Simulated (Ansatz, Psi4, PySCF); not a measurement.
C4H5 (SMILES [CH2]C#CC), doublet, at a GFN2-xTB geometry. Base run: B3LYP5/6-31G* (PySCF).

The PySCF input:
```python
from pyscf import gto, scf, dft

mol = gto.M(
    atom='''
C    -0.01669866   -0.14473260    2.05451619
C    -0.00572650   -0.05021694    0.70569704
C     0.00420741    0.03413279   -0.51310411
C     0.01585773    0.13725248   -1.95067878
H    -0.94506085   -0.19981979    2.59400011
H     0.90273351   -0.16585290    2.61141141
H    -0.00059800    1.18728795   -2.25276024
H     0.91722312   -0.32377874   -2.35724285
H    -0.86013765   -0.35645090   -2.37399048
''',
    basis='6-31g*',
    spin=1,
    verbose=4,
)

mf = dft.UKS(mol)
mf.xc = 'b3lyp5'
mf.kernel()
```

The same geometry, method and basis name were run in Ansatz (a first-principles code) and Psi4 and PySCF, at each program's defaults and at the settings that a row names. The base is PySCF at its defaults. Differences at the defaults can come from grids, fitting, cores and function types together.

```
code and settings                                                                             ΔE vs base (mEh)  basis functions      E (Eh)  SCF cycles  dipole (D)
--------------------------------------------------------------------------------------------  ----------------  ---------------  ----------  ----------  ----------
PySCF, defaults (exact integrals, its default grid, spherical functions)                                 0.000               66  -155.21779          12        0.92
Psi4, defaults (density fitting with its default set, its default grid, Cartesian functions)            -3.377               70  -155.22116          11        0.92
Ansatz, defaults (factorised integrals, its default grid, Cartesian functions)                          -3.381               70  -155.22117           -           -
PySCF, density fitting with def2-universal-jkfit                                                        -0.054               66  -155.21784          12        0.92
PySCF, fine grid                                                                                         0.001               66  -155.21779          12        0.92
Psi4, exact integrals, spherical functions, fine grid                                                    0.001               66  -155.21779          14        0.92
Ansatz, high accuracy, Cartesian functions as the basis file defines them                               -3.380               70  -155.22117           -           -
```

Open shells are given as the SCF converged; they aren't shown to be the lowest states, and a large step between rows can be another state.
